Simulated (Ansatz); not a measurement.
`C=C1[SiH2]S1`, relaxed with RKS PBE0-D4/def2-TZVP in the Gaussian-basis code of Ansatz from a PBE-D4/def2-SVP geometry. The force threshold is 0.005 eV/Å; the program also tests the step.

Total charge 0; spin multiplicity 1.

Start:

```xyz
8

C    -0.749    1.401   -0.374
C    -0.088    0.234   -0.313
Si    0.606   -1.205    0.579
S     0.709   -0.831   -1.542
H    -0.913    1.934   -1.325
H    -1.149    1.856    0.546
H     1.867   -1.077    1.376
H    -0.283   -2.313    1.053
```

```json
{"step": "1", "energy (eV)": "-20842.9694", "largest force (eV/Å)": "0.828", "largest move (Å)": "0.000"}
{"step": "2", "energy (eV)": "-20843.0158", "largest force (eV/Å)": "0.330", "largest move (Å)": "0.026"}
{"step": "3", "energy (eV)": "-20843.0209", "largest force (eV/Å)": "0.069", "largest move (Å)": "0.010"}
{"step": "4", "energy (eV)": "-20843.0211", "largest force (eV/Å)": "0.013", "largest move (Å)": "0.002"}
{"step": "5", "energy (eV)": "-20843.0211", "largest force (eV/Å)": "0.007", "largest move (Å)": "0.004"}
{"step": "6", "energy (eV)": "-20843.0211", "largest force (eV/Å)": "0.001", "largest move (Å)": "0.001"}
```

End:

```xyz
8

C    -0.740    1.384   -0.369
C    -0.090    0.235   -0.299
Si    0.603   -1.195    0.564
S     0.697   -0.818   -1.514
H    -0.900    1.905   -1.308
H    -1.137    1.840    0.531
H     1.844   -1.065    1.357
H    -0.277   -2.285    1.038
```

Hardware: 2 threads of an Arm Neoverse V1 on a shared host. Wall time 25 s, peak host memory 0.34 GiB.
